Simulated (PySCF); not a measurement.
Geometry:
```tsv
atom	x (Å)	y (Å)	z (Å)
C1	-3.417	0.605	-0.489
C2	-2.231	0.045	-0.191
C3	-1.010	0.811	-0.061
C4	0.243	0.374	0.231
C5	1.312	1.365	0.331
C6	2.588	1.148	0.677
S7	0.717	-1.373	0.502
O8	1.739	-1.600	-0.538
O9	-0.506	-2.184	0.333
O10	1.243	-1.363	1.882
H11	-4.326	0.003	-0.576
H12	-3.516	1.684	-0.655
H13	-2.124	-1.032	-0.026
H14	-1.119	1.896	-0.211
H15	0.995	2.391	0.096
H16	3.297	1.980	0.718
H17	2.936	0.144	0.928
```

Total charge -1.

Geometry: PBE0-D3(BJ)/def2-SVP; GIAO shifts from PySCF, gas phase, non-relativistic, averaged over equivalent atoms.

At PBE0/pcSseg-1 (212 basis functions, 36 s wall time on 1 thread of an Arm Neoverse V1, shared host):
```
atoms  δ (ppm)
   C4    163.1
   C2    150.3
   C5    144.9
   C3    133.7
   C6    129.9
   C1    112.6
   S7    318.4
  O10    267.2
O8/O9    255.4
  H13     9.66
  H17     6.97
  H15     5.60
  H16     5.30
  H14     5.27
  H11     4.64
  H12     4.62
```

Scale: 13C (σref 184.41), 1H (σref 31.27) against TMS; 33S (σref 495.66) vs CS2; H2O for 17O (σref 334.56) (reference shieldings calculated alike).

Predict the values at B3LYP/pcSseg-1 on the same geometry.

Results:


```tsv
atoms	δ at B3LYP/pcSseg-1	change
C4	165.4	+2.3
C2	151.2	+0.9
C5	145.9	+1.0
C3	134.3	+0.6
C6	129.1	-0.8
C1	111.2	-1.4
S7	328.2	+9.8
O10	272.3	+5.1
O8/O9	260.2	+4.8
H13	9.59	-0.07
H17	6.87	-0.10
H15	5.48	-0.12
H16	5.16	-0.14
H14	5.14	-0.13
H11	4.48	-0.16
H12	4.49	-0.13
```

References, each an isolated molecule treated in the same way: 13C (σ = 179.24 ppm), 1H (σ = 31.38 ppm) vs TMS; 33S (σ = 485.41 ppm) against CS2; H2O for 17O (σ = 334.04 ppm).

The largest change is at S7 (sulfonyl sulfur). Cost: 212 basis functions, 34 s wall time on 1 thread of an Arm Neoverse V1, shared host. The order of the carbon signals is the same at both levels.

Unscaled 17O shifts of doubly bonded oxygen tend to come out too high, by tens of ppm or more. Experimental scales use liquid or dissolved standards, which lie at an offset from isolated H2O (liquid H2O: subtract about 36 ppm).
